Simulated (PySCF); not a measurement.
**Functional dependence of a UV spectrum**

Compound: norbornane, C7H12.
SMILES: `C1C[C@H]2CC[C@@H]1C2`

Linear-response calculations in the def2-SVPD basis (PySCF; singlets by full response, triplets Tamm–Dancoff, core orbitals frozen in the response; HF means time-dependent Hartree–Fock). 'Strongest' is the level of largest summed f among the singlets computed (10 roots, of which the last may lack a degenerate partner); it can jump between rows when another state enters that window. S1 is the lowest singlet of each run and needn't be the same state throughout; f(S1) is that of one state. Geometry: PBE0-D3(BJ)/def2-SVP; no solvent, vibrations or thermal averaging.

| functional | kind | S1 (eV) | f(S1) | strongest (eV) | T1 (eV) | HOMO (eV) | gap (eV) | ionisation energy, ΔSCF (eV) |
| --- | --- | --- | --- | --- | --- | --- | --- | --- |
| LDA | LDA | 6.73 | 0.000 | 7.91 | 6.64 | -6.83 | 6.70 | 9.64 |
| PBE | GGA | 6.79 | 0.000 | 7.92 | 6.67 | -6.79 | 6.75 | 9.59 |
| B3LYP | global hybrid, 20% exact exchange | 7.44 | 0.000 | 8.58 | 7.30 | -7.94 | 8.33 | 10.02 |
| PBE0 | global hybrid, 25% exact exchange | 7.67 | 0.000 | 8.83 | 7.49 | -8.11 | 8.79 | 10.02 |
| BHandHLYP | global hybrid, 50% exact exchange | 8.31 | 0.000 | 9.40 | 8.09 | -9.41 | 10.60 | 10.37 |
| CAM-B3LYP | range-separated hybrid | 8.01 | 0.000 | 9.23 | 7.82 | -9.53 | 10.87 | 10.29 |
| wB97X-D | range-separated hybrid | 8.29 | 0.000 | 9.49 | 8.15 | -10.00 | 12.34 | 10.20 |
| LC-wPBE | range-separated hybrid | 8.78 | 0.000 | 9.95 | 8.47 | -10.84 | 13.29 | 10.53 |
| HF | Hartree–Fock | 9.46 | 0.000 | 10.61 | 8.93 | -11.38 | 14.13 | not settled |

S1 runs from 6.73 eV (LDA) to 9.46 eV (HF), a spread of 2.72 eV, while the orbital gap spreads over 7.4 eV. Along PBE (0%), B3LYP (20%), PBE0 (25%), BHandHLYP (50%), HF (100%) S1 rises with the share of exact exchange. −ε(HOMO) comes closest to its own ΔSCF ionisation energy with wB97X-D (-0.20 eV) and misses most with LDA (-2.81 eV). 'Not settled' means that the ion's SCF failed to converge or may have ended in another state than the lowest.
